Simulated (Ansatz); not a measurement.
Reactions of CH3BFN, SMILES `BC(=N)F`.

Calculated with Ansatz (gas phase, PBE0-D4/def2-TZVP geometries, no zero-point term in ΔE). CCSD(T)/CBS is the MP2 limit (def2-TZVPP, def2-QZVPP) plus CCSD(T) − MP2 in def2-TZVPP, frozen cores. This one scheme is used for every species. DFT in def2-TZVPP. One conformer a species, not always the lowest.

```tsv
reaction	CCSD/CBS(def2) (kJ/mol)	PBE0-D4 (kJ/mol)	CCSD(T)/CBS(def2) (kJ/mol)
`BC(=N)F` + `C[SiH2][N](C)[AlH2]` → `BN(C)[SiH2]C` + `N=[C](F)[AlH2]`	-43	-45	-44
`BC(=N)F` + H₂ → `N=CF` + BH₃	-16	-8	-10
`BC(=N)F` → `C=NBF`	-264	-260	-262
`BC(=N)F` + `SC1=CC1` → `BC1=C(S)C1` + `N=CF`	-52	-64	-54
`BC(=N)F` + `N=CO` → `BOC=N` + `N=CF`	-110	-103	-109
```

Largest T1 diagnostic: 0.015, for `BOC=N`.
